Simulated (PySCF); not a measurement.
BeH₄Si. Atoms are numbered in the order given.

```xyz
6

Be     0.0000     0.0000    -1.7037
H      0.0000     0.0000    -3.0346
Si     0.0000     0.0000     0.4804
H      1.1943     0.6895     1.0413
H      0.0000    -1.3791     1.0413
H     -1.1943     0.6895     1.0413
```

Geometry optimised at B3LYP-D3(BJ)/def2-TZVP.

All values below come from C-PCM-M06-2X/def2-TZVPD (PySCF).

The values are the electrostatic part of the solvation free energy, E(continuum) − E(gas) at the gas-phase geometry, in a cavity of scaled van der Waals radii (PySCF's table); cavitation and dispersion terms are not included. A continuum can't describe solvent molecules that bind to the metal. In vacuum the orbital gap is 8.15 eV. The dipole moment in vacuum is 0.44 D.

Q: Estimate the values in water (ε = 78.36), diethylether (ε = 4.24), methanol (ε = 32.61). (An estimate is asked for; the answer gives what the named calculation found.)

A: 
```json
[
 {"solvent": "water", "ε": "78.36", "ΔG(elec) (kcal/mol)": "-4.3", "dipole (D)": "0.79", "gap (eV)": "8.36"},
 {"solvent": "diethylether", "ε": "4.24", "ΔG(elec) (kcal/mol)": "-3.2", "dipole (D)": "0.69", "gap (eV)": "8.30"},
 {"solvent": "methanol", "ε": "32.61", "ΔG(elec) (kcal/mol)": "-4.3", "dipole (D)": "0.78", "gap (eV)": "8.35"}
]
```
